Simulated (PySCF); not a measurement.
PySCF 2.14 output of a UHF calculation on a single atom or ion in aug-cc-pVTZ with one added diffuse shell each of s, p, d, f type (6s5p4d3f, 62 functions), with the non-relativistic Hamiltonian (point nucleus):

```
SCF conv_tol = 1e-09
number electrons alpha = 2  beta = 2
cycle= 1 E= -51.0806960322672  delta_E= -2.03e-12  |g|= 2.58e-07  |ddm|= 3.52e-06
converged SCF energy = -51.0806960322672  <S^2> = -1.1990409e-14  2S+1 = 1
```

The run itself started from symmetry-adapted Hartree-Fock orbitals and held the occupation by maximum overlap, so the iterations belong to that start.

**Question.** Which element, charge and spin multiplicity is this?

**Answer.** N(3+) (nitrogen, charge +3), multiplicity 1; the state was [He] 2s2, closed-shell 1S.
